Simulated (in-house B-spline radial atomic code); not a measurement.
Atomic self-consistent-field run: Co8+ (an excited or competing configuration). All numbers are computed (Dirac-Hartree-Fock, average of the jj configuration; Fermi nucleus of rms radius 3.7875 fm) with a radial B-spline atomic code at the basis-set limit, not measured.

In the input, a minus or plus after the letter marks the j = l - 1/2 or j = l + 1/2 subshell.

Command:
```bash
python run_scf.py task.json out
```
Settings (nuclear radius in fm, mass in u):
```
Z                27
configuration    1s2 2s2 2p6 3s2 3p-1 3p+4 3d-1 4p+1
hamiltonian      dirac
method           hf
spin_polarised   False
nucleus          fermi
rms_radius       3.7875
atomic_mass      58.93319
speed_of_light   137.035999084
```

Output (hartree, bohr):
```
 radial grid: 66 intervals, B-splines of order 8, outer radius 11.954 bohr

 iter        energy (Eh)    residual
    1      -1357.2074001    7.76e-01
    2      -1365.5651512    1.93e-01
    3      -1365.9452305    7.71e-02
    4      -1366.0049885    3.09e-02
    5      -1366.0154794    6.99e-03
    6      -1366.0160043    3.35e-04
    7      -1366.0160050    1.85e-05
    8      -1366.0160050    7.80e-07
    9      -1366.0160050    3.57e-08

 total energy                    -1366.016005
 kinetic                           1387.83481
 electron-nucleus                 -3138.24608
 electron-electron                  384.39526

 first-order corrections (not in the total)
   Gaunt                            0.58128
   retardation                     -0.05155
   frequency dependence            -0.00157
   self-energy                      0.38973
   Uehling                         -0.03365
   Wichmann-Kroll                   0.00022
   recoil                           0.00993

 orbital      occ     eigenvalue          <r>       <r^2>       <1/r>       r_max    small
 1s1/2      2.000     -293.52543    0.0561646  0.00424326     27.0354     0.03679  9.45e-03
 2s1/2      2.000      -43.15687     0.253089   0.0755557     5.88712      0.2123  1.78e-03
 2p1/2      2.000      -38.26089     0.222168   0.0605907     5.79068      0.1705  1.74e-03
 2p3/2      4.000      -37.73617     0.224318    0.061568     5.69894      0.1727  1.72e-03
 3s1/2      2.000      -11.14144     0.708875    0.572484     2.00287      0.6395  4.59e-04
 3p1/2      1.000       -9.66077     0.714111    0.589053     1.92057      0.6352  4.32e-04
 3p3/2      4.000       -9.43295     0.722149    0.601973     1.88582      0.6408  4.21e-04
 3d3/2      1.000       -7.24151     0.699893    0.578809     1.73508      0.5649  3.63e-04
 4p3/2      1.000       -3.87270      1.67991     3.16616    0.804706         1.6  1.33e-04
```

Time taken, with all properties: 1.2 s on 1 thread of Intel(R) Xeon(R) Platinum 8175M CPU @ 2.50GHz, on a shared host.

For the Dirac Hamiltonian the kinetic term is c α·p + (β - 1)c².
